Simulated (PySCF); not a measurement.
Work out the structure from these simulated measurements.

Elements present: C, H, N and O. Monoisotopic mass: 126.0793 u.

* 1H NMR: chemical shifts (computed TMS as zero) by class: 7.37 (1 H), 7.29 (1 H), 7.03 (1 H), 5.42 (2 H), 3.31 (2 H), 1.24 (3 H) ppm [GIAO PBE0/pcSseg-1]
* Rotational structure: rotational constants A, B, C: 3.570, 0.950, 0.912 GHz [GFN2-xTB]
* 13C NMR: chemical shifts (computed TMS as zero) by class: 140.6 (1 C), 137.4 (1 C), 123.3 (1 C), 79.3 (1 C), 66.8 (1 C), 17.3 (1 C) ppm [GIAO PBE0/pcSseg-1]
* NMR, other nuclei: isotropic shieldings of nuclei other than C and H, by class: -36 (1 N), 62 (1 N), 248 (1 O) ppm [GIAO PBE0/pcSseg-1]
* Dipole: 3.08 D [PBE0/pcSseg-1]

Electronic properties: PySCF, gas phase, density fitting. Levels stand in brackets. The structure is a single GFN2-xTB conformer in the gas phase; no vibrational or solvent corrections. NMR values are class means; diastereotopic atoms form classes of their own.

Task: Which formula fits the mass and the elements?

Result: C6H10N2O (calculated 126.0793). No other formula that holds each of these elements comes within 0.0003 u with a fitting electron parity and a possible valence count.

Task: What is the compound? Reason from the data.

Result: Numbering: `[CH3:1][CH2:2][O:3][CH2:4][n:5]1[cH:6][cH:7][n:8][cH:9]1`. Its formula, C6H10N2O, gives 3 degrees of unsaturation: 1 ring and 2 π bonds in the structure found (Kekulé form). 6 carbons fall into 6 classes; from least to most shielded: aromatic CH next to a ring nitrogen [C9] (140.6 ppm), aromatic CH next to a ring nitrogen [C7] (137.4 ppm), aromatic CH next to a ring nitrogen [C6] (123.3 ppm), chain sp3 carbon bound to oxygen [C4] (79.3 ppm), chain sp3 carbon bound to oxygen [C2] (66.8 ppm), methyl carbon [C1] (17.3 ppm). Hydrogen classes from least to most shielded: 1 H on an aromatic CH next to a ring nitrogen, C7 (7.37 ppm), 1 H on an aromatic CH next to a ring nitrogen, C9 (7.29 ppm), 1 H on an aromatic CH next to a ring nitrogen, C6 (7.03 ppm), 2 H on an sp3 carbon bound to oxygen, C4 (5.42 ppm, a mean of values up to 0.8 ppm apart in this geometry), 2 H on an sp3 carbon bound to oxygen, C2 (3.31 ppm), 3 H on a methyl carbon, C1 (1.24 ppm, a mean of values up to 0.5 ppm apart in this geometry). The other shieldings belong to: -36 ppm, pyridine-type nitrogen [N8]; 62 ppm, pyrrole-type nitrogen [N5]; 248 ppm, ether oxygen [O3]. The optimised geometry has point group C1 and is an asymmetric top. Structure: `c1nccn1COCC`. Computed isomers that give other values at the same levels: `CCn1cc(OC)cn1` (13C chemical shifts (computed TMS as zero) by class: 155.3 (1 C), 124.7 (1 C), 117.1 (1 C), 58.2 (1 C), 50.7 (1 C), 20.4 (1 C) ppm); `C/N=C/[C@@H]1CNC(=O)C1` (13C chemical shifts (computed TMS as zero) by class: 175.2 (1 C), 167.8 (1 C), 50.5 (1 C), 47.9 (1 C), 44.5 (1 C), 35.4 (1 C) ppm); `Cc1nnc(C(C)C)o1` (13C chemical shifts (computed TMS as zero) by class: 180.5 (1 C), 167.2 (1 C), 30.7 (1 C), 25.1 (2 C), 13.5 (1 C) ppm). The assignments are read from this structure; whether some other isomer fits the data as well wasn't checked.

The values belong to the conformer `[CH3:1][CH2:2][O:3][CH2:4][n:5]1[cH:6][cH:7][n:8][cH:9]1`: C1–C2–O3–C4 177°, C2–O3–C4–N5 -69°, O3–C4–N5–C6 -71°.
